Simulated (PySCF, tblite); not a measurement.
One entry of a table of gas-phase calculations, keyed by method. Lists by class give the value and the number of equivalent atoms.

```json
{
 "formula": "C6H12OSi",
 "smiles": "C=C(C)[C@@]1(CO)C[SiH2]1",
 "inchi": "InChI=1S/C6H12OSi/c1-5(2)6(3-7)4-8-6/h7H,1,3-4,8H2,2H3/t6-/m1/s1",
 "charge": 0,
 "multiplicity": 1,
 "geometry_level": "GFN2-xTB",
 "atoms_angstrom": [
  ["C", 1.757, 0.839, 1.21],
  ["C", 1.136, 0.232, 0.205],
  ["C", 1.916, -0.242, -0.993],
  ["C", -0.325, 0.012, 0.147],
  ["C", -0.749, -1.425, -0.065],
  ["O", -2.084, -1.419, -0.526],
  ["C", -1.263, 0.78, 1.087],
  ["Si", -1.452, 1.294, -0.708],
  ["H", 1.247, 1.168, 2.098],
  ["H", 2.82, 1.015, 1.189],
  ["H", 2.867, 0.281, -1.06],
  ["H", 1.353, -0.069, -1.908],
  ["H", 2.127, -1.309, -0.917],
  ["H", -0.1, -1.919, -0.8],
  ["H", -0.675, -1.984, 0.883],
  ["H", -2.401, -2.322, -0.616],
  ["H", -0.801, 1.458, 1.789],
  ["H", -2.025, 0.175, 1.558],
  ["H", -0.758, 2.523, -1.066],
  ["H", -2.594, 0.924, -1.511]
 ],
 "electronic_structure_code": "PySCF",
 "results": {
  "GFN2-xTB geometry": {
   "point_group": "C1",
   "rotational_constants_GHz": [2.283, 1.385, 1.163]
  },
  "PBE0/pcSseg-1 ground state and GIAO shieldings, non-relativistic": {
   "dipole_D": 1.82,
   "homo_eV": -6.19,
   "lumo_eV": 0.0,
   "shift_vs_computed_TMS_C_by_class_ppm": [
    [151.7, 1],
    [114.5, 1],
    [68.7, 1],
    [37.6, 1],
    [27.8, 1],
    [6.9, 1]
   ],
   "shift_vs_computed_TMS_H_by_class_ppm": [
    [5.06, 1],
    [5.0, 1],
    [4.46, 1],
    [3.89, 1],
    [3.37, 1],
    [2.33, 1],
    [2.13, 3],
    [1.25, 1],
    [0.98, 1],
    [0.64, 1]
   ],
   "shielding_other_nuclei_by_class_ppm": [
    ["O", 300.2, 1],
    ["Si", 474.9, 1]
   ],
   "charges_hirshfeld_e_by_atom": [-0.12, 0.01, -0.12, -0.06, 0.0, -0.2, -0.17, 0.29, 0.04, 0.04, 0.05, 0.04, 0.04, 0.03, 0.03, 0.17, 0.04, 0.04, -0.07, -0.06]
  },
  "GFN2-xTB harmonic vibrations, gas phase": {
   "strongest_ir_bands_cm-1_km_per_mol_modes": [
    [538.0, 133.3, 1],
    [749.7, 109.9, 1],
    [1307.5, 94.8, 1],
    [2315.4, 323.3, 1],
    [2421.9, 258.7, 1],
    [2827.2, 82.4, 1]
   ],
   "zpe_kcal_per_mol": 100.4
  }
 }
}
```

A dipole of 1.82 D is allowed in C1, and pure rotational transitions are dipole-allowed. In atomic units the dipole is 0.71 e·bohr (1 au = 2.5417 D). With B = h/(8π²I), that is 505.379 GHz u Å² over I, the principal moments of inertia are 221.4, 364.8 and 434.4 u Å² (most abundant isotopes).

 NMR classes are plain means over equivalent atoms (diastereotopic ones count apart unless rotation or inversion swaps them), as if these changed places fast; in this geometry the members of some classes differ.

The values belong to the conformer `[CH2:1]=[C:2]([CH3:3])[C@@:4]1([CH2:5][OH:6])[CH2:7][SiH2:8]1`: C1–C2–C4–C5 -125°, C2–C4–C5–O6 -161°, H–O6–C5–C4 -176°.
